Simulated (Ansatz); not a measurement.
`CB(N)[SiH2]O` and `CB(C)N` differ in one atom or group.

Ansatz, PBE0-D4/def2-TZVP geometries, multiplicity 1. Each molecule was computed in one conformer, which needn't be the lowest.

```
                                          property  `CB(N)[SiH2]O`
               LUMO energy (B3LYP/def2-TZVPP) / eV           -0.72
  size of the dipole moment (B3LYP/def2-TZVPP) / D            3.17
             LUMO energy (ωB97M-V/def2-TZVPP) / eV            1.29
size of the dipole moment (ωB97M-V/def2-TZVPP) / D            3.20
             HOMO energy (ωB97M-V/def2-TZVPP) / eV           -9.42
               HOMO–LUMO gap (PBE/def2-TZVPP) / eV            4.56
```

Problem. What does the change do to each property? (An estimate is asked.)

Solution. The calculation gave: 
```
                                          property  `CB(C)N`  shift
               LUMO energy (B3LYP/def2-TZVPP) / eV      0.50   1.22
  size of the dipole moment (B3LYP/def2-TZVPP) / D      1.27  -1.90
             LUMO energy (ωB97M-V/def2-TZVPP) / eV      2.07   0.78
size of the dipole moment (ωB97M-V/def2-TZVPP) / D      1.27  -1.93
             HOMO energy (ωB97M-V/def2-TZVPP) / eV    -10.48  -1.06
               HOMO–LUMO gap (PBE/def2-TZVPP) / eV      6.78   2.22
```

With PBE0 the HOMO falls by 0.82 eV and the LUMO rises by 1.35 eV, so the gap widens by about 2.17 eV. PBE moves the HOMO by -0.73 eV and ωB97M-V by -1.06 eV. Dipoles are sizes alone; their direction can turn.

B3LYP here is the variant with VWN-RPA as its local correlation; programs differ in this.
